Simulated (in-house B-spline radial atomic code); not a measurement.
## RPA and G0W0 on BHandHLYP: Ge⁻

Configuration [Ar] 3d10 4s2 4p3, highest spin, mean-field start BHandHLYP. Computed with an all-electron radial atomic-structure program (B-spline basis): all electrons, non-relativistic, point nucleus, each spin shell either full or empty, empty states to l = 9 with an (l + 1/2)⁻⁴ tail; G0W0 by contour deformation at full frequency.

The anion's configuration is assumed.

Command:
```bash
python run_gw.py task.json out
```
Settings (radii: box in bohr, nucleus in fm):
```
Z                        32
electrons                33
configuration            [Ar] 3d10 4s2 4p3
hamiltonian              nr
method                   bhandhlyp
lmax                     9
spin_polarised           True
box_radius               60
intervals                57
```

Cost of the run: 3 s on 1 thread of Arm Neoverse V1, with other jobs on the host.

Energies (hartree):

```
                                     term        value
                         mean-field total  -2076.99459
Hartree-Fock functional on these orbitals  -2075.38519
                      direct second order      -2.6354
                    second-order exchange      0.77201
                         SOSEX correction      0.70226
```

(1) What is the RPA correlation energy, and what remains with SOSEX?

Quasi-particle levels (eV):

| level | occupied | mean field | Σx - vxc | Σc | QP weight | G0W0 |
| --- | --- | --- | --- | --- | --- | --- |
| 4p up | yes | -0.150 | -1.39 | ? | ? | ? |

G0W0 = mean field + (Σx - vxc) + Σc, with Σc (partial-wave tail included) taken at the quasi-particle energy. Only the outer levels were computed. Levels of low weight are left out.

(2) Where does G0W0 put 4p up?

Results:

(1) RPA gives -2.2468 hartree (-1.85 eV per electron); RPA + SOSEX gives -1.5446, and the second-order doubles -1.8634 hartree (no singles). RPA lacks exchange-type terms and so overcorrelates at short range.

(2) At -1.259 eV, with Σc = 0.28 eV and a quasi-particle weight of 0.648. The tabulated removal energy is 1.233 eV (electron affinity of the neutral atom); the calculation leaves out relativity, Breit and QED terms, and what these don't explain is the method's own error.
